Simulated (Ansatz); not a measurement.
Gas-phase electronic energies from Ansatz, PBE0-D4/def2-TZVP geometries. CCSD(T)/CBS is the MP2 limit (def2-TZVPP, def2-QZVPP) plus CCSD(T) − MP2 in def2-TZVPP, frozen cores. This one scheme is used for every species. DFT in def2-TZVPP. B3LYP here is the variant with VWN-RPA as its local correlation; programs differ in this. HSE06 is defined as in plane-wave codes. One conformer a species, not always the lowest.

`FB(F)N[SiH3]` + dimethylamine → `CN(C)B(F)F` + `N[SiH3]`  (ligand exchange at a B–N bond)

`FB(F)N[SiH3]`:

Z-matrix (Å, degrees):
```
Si
N 1 1.745
H 1 1.483 2 110.8
H 1 1.484 2 111.1 3 121.2
H 1 1.484 2 106.3 3 -119.4
B 2 1.402 1 126.6 3 -58.5
H 2 1.008 1 117.4 3 121.6
F 6 1.330 2 120.4 1 0.0
F 6 1.328 2 122.2 1 180.0
```

`CNC`:

Z-matrix (Å, degrees):
```
C
N 1 1.445
H 1 1.094 2 109.4
H 1 1.092 2 110.0 3 117.9
H 1 1.104 2 114.0 3 -120.2
C 2 1.445 1 112.8 3 65.3
H 2 1.011 1 109.8 3 -171.9
H 6 1.104 2 114.0 1 54.9
H 6 1.094 2 109.4 1 -65.3
H 6 1.092 2 110.0 1 176.8
```

`CN(C)B(F)F`:

```xyz
12

C     0.520   -1.183    0.436
N    -0.128    0.056    0.077
C     0.475    0.753   -1.033
B    -1.248    0.539    0.749
F    -1.830    1.687    0.400
F    -1.788   -0.123    1.773
H     0.513   -1.885   -0.406
H     0.008   -1.647    1.277
H     1.565   -1.009    0.717
H    -0.069    1.673   -1.241
H     0.465    0.131   -1.936
H     1.518    1.008   -0.813
```

`N[SiH3]`:

Z-matrix (Å, degrees):
```
Si
N 1 1.720
H 1 1.486 2 107.9
H 1 1.494 2 116.0 3 -120.3
H 1 1.486 2 107.9 3 119.4
H 2 1.007 1 119.6 3 -168.6
H 2 1.007 1 119.6 3 49.2
```

(1) Is it downhill or uphill in electronic energy at CCSD(T)/CBS, and by how much? (An estimate is asked.)

(2) What do these levels give: B97M-V, PBE0-D4, r2SCANh-D4, ωB97X-V, BLYP, B3LYP, HSE06, LC-ωPBE, HF/def2-SVP, CCSD(T)/def2-TZVPP, MP2/def2-QZVPP, HF/CBS(def2)? (Estimate.)

Largest T1 diagnostic among the species: 0.012.

Results:

(1) Ansatz gave: Downhill: ΔE = -2.5 kcal/mol.

(2) Computed: B97M-V -2.2, PBE0-D4 -2.5, r2SCANh-D4 -2.5, ωB97X-V -2.3, BLYP -1.9, B3LYP -2.0, HSE06 -2.2, LC-ωPBE -2.6, HF/def2-SVP -0.3, CCSD(T)/def2-TZVPP -2.3, MP2/def2-QZVPP -2.7, HF/CBS(def2) -0.5 kcal/mol.

In def2-TZVPP, CCSD(T) changes the Hartree–Fock value by −1.8 kcal/mol (the triples alone add −0.2 kcal/mol) and MP2 by −2.1 kcal/mol. Leaving LDA and LC-ωPBE aside and taking each functional with its dispersion term where it has one, the values, not all of them listed here, spread over 0.6 kcal/mol, from CAM-B3LYP-D4 to BHLYP-D4. LDA lies −2.1 kcal/mol from PBE without D4.
